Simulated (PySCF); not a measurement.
C4H12Cl2Ga2, singlet, GFN2-xTB optimised geometry.

```
20

Ga    -1.24     2.13     2.24
Ga     0.01    -0.09     0.00
Cl    -0.61    -0.11     2.24
C      0.23     3.11     3.23
H      0.18     4.19     3.07
H      1.21     2.76     2.89
H      0.18     2.93     4.31
C     -3.27     2.13     2.24
H     -3.67     3.11     1.97
H     -3.67     1.86     3.22
H     -3.64     1.40     1.51
Cl    -0.61     2.15     0.00
C      2.04    -0.09     0.00
H      2.44     0.18    -0.98
H      2.44    -1.08     0.26
H      2.42     0.63     0.73
C     -1.46    -1.07    -0.99
H     -1.41    -0.90    -2.06
H     -2.44    -0.72    -0.64
H     -1.41    -2.15    -0.82
```

Density from PySCF with CAM-B3LYP/def2-SVP at that geometry.

Minimum of the electron density along straight lines between bonded atoms, close to the bond critical point (lines longer than 1.1 times the sum of covalent radii, or with two minima, are not listed):

```json
[
 {"bond": "Ga1–Cl3", "length / Å": "2.329", "ρ at the minimum / e bohr⁻³": "0.061", "∇²ρ there / e bohr⁻⁵": "0.14", "position (fraction from the first atom)": "0.44"},
 {"bond": "Ga2–Cl3", "length / Å": "2.329", "ρ at the minimum / e bohr⁻³": "0.061", "∇²ρ there / e bohr⁻⁵": "0.14", "position (fraction from the first atom)": "0.44"},
 {"bond": "Ga1–C4", "length / Å": "2.028", "ρ at the minimum / e bohr⁻³": "0.106", "∇²ρ there / e bohr⁻⁵": "0.12", "position (fraction from the first atom)": "0.47"},
 {"bond": "C4–H5", "length / Å": "1.093", "ρ at the minimum / e bohr⁻³": "0.269", "∇²ρ there / e bohr⁻⁵": "-0.96", "position (fraction from the first atom)": "0.63"},
 {"bond": "C4–H6", "length / Å": "1.094", "ρ at the minimum / e bohr⁻³": "0.268", "∇²ρ there / e bohr⁻⁵": "-0.96", "position (fraction from the first atom)": "0.63"},
 {"bond": "C4–H7", "length / Å": "1.093", "ρ at the minimum / e bohr⁻³": "0.269", "∇²ρ there / e bohr⁻⁵": "-0.96", "position (fraction from the first atom)": "0.63"},
 {"bond": "Ga1–C8", "length / Å": "2.028", "ρ at the minimum / e bohr⁻³": "0.106", "∇²ρ there / e bohr⁻⁵": "0.12", "position (fraction from the first atom)": "0.47"},
 {"bond": "C8–H9", "length / Å": "1.093", "ρ at the minimum / e bohr⁻³": "0.269", "∇²ρ there / e bohr⁻⁵": "-0.96", "position (fraction from the first atom)": "0.63"},
 {"bond": "C8–H10", "length / Å": "1.093", "ρ at the minimum / e bohr⁻³": "0.269", "∇²ρ there / e bohr⁻⁵": "-0.96", "position (fraction from the first atom)": "0.63"},
 {"bond": "C8–H11", "length / Å": "1.094", "ρ at the minimum / e bohr⁻³": "0.268", "∇²ρ there / e bohr⁻⁵": "-0.96", "position (fraction from the first atom)": "0.63"},
 {"bond": "Ga1–Cl12", "length / Å": "2.329", "ρ at the minimum / e bohr⁻³": "0.061", "∇²ρ there / e bohr⁻⁵": "0.14", "position (fraction from the first atom)": "0.44"},
 {"bond": "Ga2–Cl12", "length / Å": "2.329", "ρ at the minimum / e bohr⁻³": "0.061", "∇²ρ there / e bohr⁻⁵": "0.14", "position (fraction from the first atom)": "0.44"},
 {"bond": "Ga2–C13", "length / Å": "2.028", "ρ at the minimum / e bohr⁻³": "0.106", "∇²ρ there / e bohr⁻⁵": "0.12", "position (fraction from the first atom)": "0.47"},
 {"bond": "C13–H14", "length / Å": "1.093", "ρ at the minimum / e bohr⁻³": "0.269", "∇²ρ there / e bohr⁻⁵": "-0.96", "position (fraction from the first atom)": "0.63"},
 {"bond": "C13–H15", "length / Å": "1.093", "ρ at the minimum / e bohr⁻³": "0.269", "∇²ρ there / e bohr⁻⁵": "-0.96", "position (fraction from the first atom)": "0.63"},
 {"bond": "C13–H16", "length / Å": "1.094", "ρ at the minimum / e bohr⁻³": "0.268", "∇²ρ there / e bohr⁻⁵": "-0.96", "position (fraction from the first atom)": "0.63"},
 {"bond": "Ga2–C17", "length / Å": "2.028", "ρ at the minimum / e bohr⁻³": "0.106", "∇²ρ there / e bohr⁻⁵": "0.12", "position (fraction from the first atom)": "0.47"},
 {"bond": "C17–H18", "length / Å": "1.093", "ρ at the minimum / e bohr⁻³": "0.269", "∇²ρ there / e bohr⁻⁵": "-0.96", "position (fraction from the first atom)": "0.63"},
 {"bond": "C17–H19", "length / Å": "1.094", "ρ at the minimum / e bohr⁻³": "0.268", "∇²ρ there / e bohr⁻⁵": "-0.96", "position (fraction from the first atom)": "0.63"},
 {"bond": "C17–H20", "length / Å": "1.093", "ρ at the minimum / e bohr⁻³": "0.269", "∇²ρ there / e bohr⁻⁵": "-0.96", "position (fraction from the first atom)": "0.63"}
]
```
